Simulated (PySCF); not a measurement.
W(O)2(F)(NH2) (FH2NO2W), SMILES [NH2][W](=[O])(=[O])[F], multiplicity 1.

Geometry optimised at PBE-D3(BJ)/def2-SVP. The multiplicity is an assumed one; no other spin state was optimised. The structure was generated by enumeration; whether it is a known compound was not checked. The def2 effective core potentials stand for the cores of W; spin–orbit coupling is left out. Other conformers were not sampled.

Computed with PBE-D3(BJ)/def2-SVP (PySCF).

Frequencies are harmonic and unscaled.

| mode | ν (cm⁻¹) | IR (km/mol) | moving atoms (share of kinetic energy) |
|---|---|---|---|
| 1 | 184 | 1.1 | F 46 %, N 35 %, H 10 %, W 9 % |
| 2 | 200 | 1.9 | F 46 %, O 29 %, W 12 %, H 9 % |
| 3 | 220 | 1.0 | O 47 %, N 28 %, H 21 % |
| 4 | 237 | 15.1 | O 67 %, W 13 %, F 9 %, N 8 % |
| 5 | 316 | 0.3 | O 91 % |
| 6 | 364 | 2.3 | H 87 %, O 11 % |
| 7 | 491 | 185.5 | H 78 %, N 21 % |
| 8 | 657 | 7.5 | H 80 %, N 18 % |
| 9 | 675 | 93.1 | F 88 %, W 10 % |
| 10 | 708 | 62.9 | N 75 %, H 14 %, W 10 % |
| 11 | 965 | 162.4 | O 88 %, W 11 % |
| 12 | 994 | 52.2 | O 94 % |
| 13 | 1463 | 34.6 | H 89 %, N 11 % |
| 14 | 3468 | 113.8 | H 96 % |
| 15 | 3565 | 60.4 | H 91 %, N 9 % |
